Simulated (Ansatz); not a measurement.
Geometry optimisation, Ansatz, RKS PBE0-D4/def2-SVP.

The input (input.yaml):

```yaml
crystal:
  periodic: [false, false, false]
  atoms:
    - { symbol: Sn, position_ang: [-0.098706, 0.622338, -0.175911] }
    - { symbol: O, position_ang: [0.614859, -0.363077, 2.735813] }
    - { symbol: H, position_ang: [-0.271913, -0.637385, 2.996622] }
    - { symbol: H, position_ang: [1.037281, -0.585246, -0.6145] }
    - { symbol: O, position_ang: [-0.617302, 1.639409, -1.820218] }
    - { symbol: H, position_ang: [-1.236062, 1.161666, -2.383811] }
    - { symbol: H, position_ang: [-1.548698, -0.048652, 0.465606] }
    - { symbol: P, position_ang: [0.806682, 2.429011, 1.249205] }
    - { symbol: H, position_ang: [2.162963, 2.05546, 0.96761] }
    - { symbol: H, position_ang: [0.74567, 3.403818, 0.203411] }
    - { symbol: H, position_ang: [0.672026, 0.557058, 3.079575] }
basis:
  gaussian: { orbitals: def2-SVP }
hamiltonian:
  xc: pbe0
  dispersion: d4
relax:
  f_tol: 0.03
  max_steps: 50
```

Launched with:

```bash
$ ansatz run input.yaml --threads 2 --pin off --max-ram 3072MiB --backend cpu --events-out ev --progress --plain --runs-dir out
```

Problem. Where does it end, and by what steps?

Solution. The forces met the threshold. The force dipped under the threshold on the way, but the program's further checks kept it going. After 19 steps the energy has fallen by 0.051 eV; H9 moved furthest, 0.47 Å.

| step | energy less start (eV) | largest force component (eV/Å) | accepted |
| --- | --- | --- | --- |
| 0 | 0.0000 | 0.791 | yes |
| 1 | 0.0212 | 1.544 | no |
| 2 | -0.0185 | 0.559 | yes |
| 3 | -0.0295 | 0.399 | yes |
| 4 | -0.0292 | 0.723 | no |
| 5 | -0.0383 | 0.294 | yes |
| 6 | -0.0447 | 0.093 | yes |
| 7 | -0.0474 | 0.041 | yes |
| 8 | -0.0256 | 0.404 | no |
| 9 | -0.0484 | 0.018 | yes |
| 10 | -0.0491 | 0.114 | yes |
| 11 | -0.0495 | 0.063 | yes |
| 12 | -0.0498 | 0.014 | yes |
| 13 | -0.0501 | 0.031 | yes |
| 14 | -0.0501 | 0.107 | no |
| 15 | -0.0500 | 0.048 | no |
| 16 | -0.0503 | 0.007 | yes |
| 17 | -0.0504 | 0.076 | yes |
| 18 | -0.0505 | 0.038 | yes |
| 19 | -0.0507 | 0.020 | yes |

```xyz
11
Properties=species:S:1:pos:R:3
Sn -0.092 0.621 -0.037
O 0.476 -0.460 2.544
H -0.370 -0.686 2.948
H 0.952 -0.682 -0.419
O -0.494 1.582 -1.754
H -1.009 1.046 -2.367
H -1.621 0.146 0.591
P 0.972 2.490 1.261
H 2.224 2.338 0.591
H 0.492 3.481 0.355
H 0.735 0.358 2.991
```

Whether the end is a true minimum wasn't checked by a vibrational analysis.

Time of the run: 59 s on 2 threads of Intel(R) Xeon(R) Platinum 8488C (Sapphire Rapids), on a shared host, peak memory 0.27 GiB.
